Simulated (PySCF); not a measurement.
Isomers of CH5BO. Gas-phase values, no solvent. One relaxed conformer stands for each flexible species; it need not be the lowest. Strings in code marks are SMILES.

These are B3LYP-D3(BJ)/def2-TZVP in PySCF 2.14.0 values and carry that method's errors. All candidates: neutral, multiplicity 1. B3LYP has the VWN-RPA correlation part, as in Gaussian. Delta-SCF ions had no search for a lower state. 

* **HOMO**: -8.38 eV
* **HOMO–LUMO gap**: 8.33 eV
* **vertical ionisation energy (Delta-SCF)**: 11.12 eV

Problem. Which member has these values?
(A) `CBO` (C–B–O–H torsion 180°)
(B) `BOC`
(C) `BCO`

Solution. A, `CBO` (C–B–O–H torsion 180°). The others give `BCO`: -7.70 eV, 5.86 eV, 10.68 eV; `BOC`: -8.37 eV, 7.79 eV, 11.14 eV
